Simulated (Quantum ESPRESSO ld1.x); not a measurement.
Question: These are the eigenvalues of the occupied orbitals of an atom or ion with whole-number occupations (eV). Method: Dirac Kohn-Sham, LDA (Slater exchange, Perdew-Zunger correlation), spin-unpolarised, spherical densities, point nucleus; computed with ld1.x of Quantum ESPRESSO 7.5.

orbital  eigenvalue
1s1/2      -30618.8
2s1/2      -7336.69

Which element is it, and in what charge state? The configuration may be excited. Open shells, if any, fill j = l - 1/2 first.

Answer: Z = 48, cadmium, charge +44: Cd44+ in [He] 2s2. The 1s level, -1125.2 hartree, gives Z - s = 47.4 by -(Z - s)^2/2, which with screening and relativity narrows Z to a few neighbours, and the depths must fix Z and the occupations together.
